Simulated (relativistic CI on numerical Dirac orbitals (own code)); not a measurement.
# Charge states of magnesium

Method of calculation: Dirac-Coulomb-Breit CI, orbitals from a KLI potential per configuration, QED by a radiative potential, valence Slater integrals scaled by 0.9 (own radial code, finite nucleus).

Each species is treated in one configuration, given outside its closed core. Radial values are for the open shell of highest l, unscaled and averaged over j; ζ includes the Breit term. Labels give the leading LS character, summed over repeated terms.

| Ion | Configuration | Its lowest level | LS weight (%) | g_J | g√(J(J+1)) | Next level | E (cm⁻¹) | ζ (cm⁻¹) |
| --- | --- | --- | --- | --- | --- | --- | --- | --- |
| Mg | 3s2 | 1S_0 | 100 |  | 0.00 |  |  |  |
| Mg+ | 3s | 2S_1/2 | 100 | 2.002 | 1.73 |  |  |  |
| Mg2+ | 2s2 2p6 | 1S_0 | 100 |  | 0.00 |  |  |  |
| Mg3+ | 2s2 2p5 | 2P°_3/2 | 100 | 1.334 | 2.58 | 2P°_1/2 | 2203.3 | 1465 |
| Mg4+ | 2s2 2p4 | 3P_2 | 100 | 1.500 | 3.67 | 3P_1 | 1771.3 | 1637 |
| Mg5+ | 2s2 2p3 | ? | ? | ? | ? | ? | ? | ? |
| Mg6+ | 2s2 2p2 | 3P_0 | 100 |  | 0.00 | 3P_1 | 1119 | 2028 |
| Mg7+ | 2s2 2p | 2P°_1/2 | 100 | 0.665 | 0.58 | 2P°_3/2 | 3383.6 | 2249 |
| Mg8+ | 2s2 | 1S_0 | 100 |  | 0.00 |  |  |  |
| Mg9+ | 2s | 2S_1/2 | 100 | 2.001 | 1.73 |  |  |  |
| Mg10+ | 1s2 | 1S_0 | 100 |  | 0.00 |  |  |  |

Task: Fill in the row of Mg5+.

Result: Its lowest level 4S°_3/2; LS weight (%) 100; g_J 2.001; g√(J(J+1)) 3.88; Next level 2D°_5/2; E (cm⁻¹) 52886; ζ (cm⁻¹) 1824.

With one configuration, terms of near-neutral atoms and ions can be 10 to 25 % off, and close levels can change places.
